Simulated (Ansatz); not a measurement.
`C[SiH2][AlH][AlH2]` + `O[SiH3]` → `C[SiH2][AlH][O][SiH3]` + `[AlH3]`  (cleavage of the Al–Al bond)

Computed with Ansatz on PBE0-D4/def2-TZVP structures; ΔE is electronic, products minus reactants. CBS: MP2 limit from def2 TZ/QZ plus the TZ coupled-cluster correction, frozen cores. This one scheme is used for every species. DFT in def2-TZVPP. One conformer a species, not always the lowest.

```csv
level,ΔE (kJ/mol)
PBE0-D4,-141.4
SCS-MP2/def2-TZVPP,-171.6
SCS-MP2/def2-QZVPP,-172.8
HF/CBS(def2),-176.5
```

(1) What does CCSD(T)/CBS give? (Best estimate.)

Largest T1 diagnostic among the species: 0.012.

## Answers

(1) Computed: -159.1 kJ/mol. The listed levels differ from it by 17.7, -12.5, -13.7, -17.4 kJ/mol.

From PBE to PBE0 (25 % exact exchange), in def2-TZVPP and without D4, ΔE moves by −6.2 kJ/mol. The D4 term adds −5.9 kJ/mol with B3LYP and −3.5 kJ/mol with PBE0; it sums over pairs of atoms, weighted by their polarisabilities, and B3LYP, whose exchange is more repulsive, gets the larger term.

B3LYP here is the variant with VWN-RPA as its local correlation; programs differ in this.
